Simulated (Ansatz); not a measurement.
`N=[C]([AlH2])[SiH3]` and `N=C([SiH3])O[SiH3]` differ in one atom or group.

Ansatz, PBE0-D4/def2-TZVP geometries, multiplicity 1. Each molecule was computed in one conformer, which needn't be the lowest.

| property | `N=[C]([AlH2])[SiH3]` |
| --- | --- |
| HOMO–LUMO gap (PBE/def2-TZVPP) / eV | 2.09 |
| size of the dipole moment (PBE/def2-TZVPP) / D | 1.39 |
| HOMO energy (ωB97M-V/def2-TZVPP) / eV | -8.74 |
| HOMO energy (B3LYP/def2-TZVPP) / eV | -6.34 |
| LUMO energy (PBE0/def2-TZVPP) / eV | -2.31 |
| HOMO–LUMO gap (B3LYP/def2-TZVPP) / eV | 3.82 |

**Question.** Give the same properties after the change, and the shifts. (Best estimate.)

**Answer.** Computed: 
| property | `N=C([SiH3])O[SiH3]` | shift |
| --- | --- | --- |
| HOMO–LUMO gap (PBE/def2-TZVPP) / eV | 4.91 | 2.82 |
| size of the dipole moment (PBE/def2-TZVPP) / D | 1.32 | -0.07 |
| HOMO energy (ωB97M-V/def2-TZVPP) / eV | -10.26 | -1.52 |
| HOMO energy (B3LYP/def2-TZVPP) / eV | -7.72 | -1.38 |
| LUMO energy (PBE0/def2-TZVPP) / eV | -0.61 | 1.70 |
| HOMO–LUMO gap (B3LYP/def2-TZVPP) / eV | 6.89 | 3.07 |

With PBE0 the HOMO falls by 1.42 eV and the LUMO rises by 1.70 eV, so the gap widens by about 3.12 eV. PBE moves the HOMO by -1.27 eV and ωB97M-V by -1.52 eV. Dipoles are sizes alone; their direction can turn.

B3LYP here is the variant with VWN-RPA as its local correlation; programs differ in this.
